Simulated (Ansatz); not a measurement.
A made-up structure of AlSiH3SO, closed shell:

| atom | x (Å) | y (Å) | z (Å) |
| --- | --- | --- | --- |
| O1 | -1.3899 | -0.0003 | -0.7047 |
| Si2 | -0.3612 | 0.9047 | 0.2888 |
| Al3 | -0.6903 | -1.4798 | -1.1222 |
| S4 | 1.1174 | -1.0002 | 0.0453 |
| H5 | -1.0471 | 1.2025 | 1.5771 |
| H6 | -0.0643 | 2.2122 | -0.3605 |
| H7 | 2.2524 | -1.7226 | 0.2442 |

It is relaxed with PBE-D4/def2-SVP and then PBE0-D4/def2-TZVP (Ansatz 0.2.0). Atoms count as bonded within 1.22 times the sum of their covalent radii (H–H: 0.88 Å). The end point is not checked to be a true minimum.

**Question.** Does its bonding change? (Judge from chemistry; the calculation decides.)

**Answer.** The calculation gives: Yes. Formed: none; broken: Si2–Al3, Al3–S4.

Where it ends: The first stage lowers the energy by 2.35 eV in 18 steps. It ends as AlSiH₃SO ([Al][O][SiH2][SH]):
O1  (-1.238, -0.296, -0.782)
Si2  (-0.105, 0.393, 0.153)
Al3  (-2.350, -1.120, -1.778)
S4  (1.523, -0.995, 0.259)
H5  (-0.639, 0.659, 1.513)
H6  (0.356, 1.675, -0.440)
H7  (2.270, -0.198, 1.043)
(Å)

Labels in which every atom is bracketed show which atoms are joined, not bond orders.

For scale, one of the runs: PBE0-D4/def2-TZVP relaxation, 160 basis functions, launched by `ansatz run in.yaml --threads 2 --pin off --events-out ev --progress --plain --max-ram 4352MiB`. Hardware: 2 CPU threads of an Arm Neoverse V2, shared host. Wall time about 26 s.
